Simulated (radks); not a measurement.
Values are calculated unless marked as measured or tabulated.
Ionisation of the terbium ion Tb+, [Xe] 4f9 6s1, to [Xe] 4f9 as the strength of local exchange is varied. Code: a radial shooting solver on a logarithmic mesh with Libxc functionals. Model: scalar-relativistic Kohn-Sham, Slater X-alpha exchange (alpha = 2/3 is LDA exchange), no correlation, spin-polarised, spherical densities, finite nucleus; open shells are filled with parallel spins first (spin-orbit coupling, left out, can overturn this in heavy ions); Fermi nuclear charge, rms radius 5.06 fm.

alpha  E(Tb+) (hartree)  exchange (hartree)  IE (eV)  -e of the level emptied (eV)  <r> of it (bohr)
0.637       -11683.0034           -230.6650   11.152                    8.560 (6s)             3.779
0.667       -11693.9142           -241.7747   11.317                    8.738 (6s)             3.754
0.715       -11711.3945           -259.5949   11.586                    9.029 (6s)             3.714
0.888       -11774.6310           -324.2771   12.598                   10.129 (6s)             3.575
0.971       -11805.0994           -355.5613   13.104                   10.684 (6s)             3.511
0.973       -11805.8346           -356.3172   13.116                   10.697 (6s)             3.510

NIST Atomic Spectra Database: 11.51 eV (semi-empirical). The Delta-SCF value meets it near alpha = 0.70. Open shells are spherical and high-spin; term and fine-structure splittings are not resolved. Spin-orbit splitting is averaged out at the scalar-relativistic level.
